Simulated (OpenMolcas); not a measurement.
# Levels of Se I by method

| Item | Value |
| --- | --- |
| Program | OpenMolcas 26.06 |
| Basis | ANO-RCC-VQZP [7s6p4d2f1g] |
| Scalar Hamiltonian | DKH2, point nucleus |
| Active space | 6 electrons in 9 orbitals (RAS2 4s 4p; RAS3 4d, at most 2 electrons) |
| State averaging | 2S+1 = 3 even, 3 roots; 2S+1 = 1 even, 6 roots; 2S+1 = 3 odd, 3 roots |
| Spin-orbit coupling | state interaction with AMFI integrals over the reference wave functions, term energies averaged over their components |

Methods on the same reference wave functions:
A. RASSCF
B. SS-RASPT2, IPEA 0.25 Eh, imaginary shift 0.1 Eh (closed shells correlated: 3d)

Energies in cm-1 above 4s2 4p4 3P2, the measured ground level; measured values from NIST Handbook of Basic Atomic Spectroscopic Data.

```tsv
Level	A	B	Measured
4s2 4p4 3P2	0.0	0.0	0.0
4s2 4p4 3P1	1796	1817	1989
4s2 4p4 3P0	2376	2380	2534
4s2 4p4 1D2	11195	9630	9576
4s2 4p4 1S0	23900	22530	22446
```

Deviations, from unrounded energies. A percentage is the sum of absolute deviations over the sum of measured energies, with the sign that they share, or ± where signs differ.

```
                        Against measurement  Levels     A     B
             mean absolute deviation (cm-1)       4   860   120
      fine structure of the ground term (%)       2  -7.8  -7.3
other terms of the ground configuration (%)       2  +9.6  +0.4
```

B lies closest to measurement on these levels. The largest miss of B in the table is 4s2 4p4 3P1, by -170 cm-1. The ranking rests on the paired levels alone, and a cruder setting can come out closer through cancelling errors.

From A to B the spin-free energies of the other terms of 4s2 4p4 shown, above 3P, scale by factors of 0.84 to 0.94.

The lowest spin-free term lies below A's lowest term by 0.152 hartree in B.

Term energies are means over components that CASPT2 splits; among the terms shown or strongly mixed into the levels shown the widest spread is 48 cm-1 (4s2 4p4 1D, B). Active for correlation alone: 4d; no level in the range computed is led by a configuration that fills it, so any true level of that kind is missing. Without dynamic correlation excited terms often stand tens of per cent too high (terms of higher spin than the ground term too low), and those without a measured partner can miss by more than the paired ones (holds for A). Measured partners are found by configuration, term and J. A level has none where our copy of the source lacks it or the pairing is in doubt (some pairs that miss far off the trend of their configuration count as doubtful), and it then counts in no deviation. Only configurations of the active space appear. The table leaves out levels that lie high or whose names do not pair safely across all columns.
